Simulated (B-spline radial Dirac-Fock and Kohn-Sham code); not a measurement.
## What relativity does to the binding energies of Tb⁵⁶⁺

System: Tb⁵⁶⁺, configuration [He] 2s2 2p5.

Both columns are ΔSCF binding energies of the configuration average from an atomic code on a B-spline grid: non-relativistic Hartree-Fock with a point nucleus, and Dirac-Fock with a finite nucleus and the Coulomb interaction alone, averaged over the two j levels with weights 2j+1.

```tsv
shell	Hartree-Fock (eV)	Dirac-Fock (eV)	shift (eV)	shift (%)
1s	53727.3	57062.0	+3334.71	+6.21
2s	12172.1	13124.0	+951.96	+7.82
2p	11879.5	12247.3	+367.84	+3.10
```

Relativity binds 1s, 2s, 2p more strongly, among those listed most of all 2s in relative terms.

Values without a named source are computed, but for edge energies of neutral atoms, which are taken from tables.
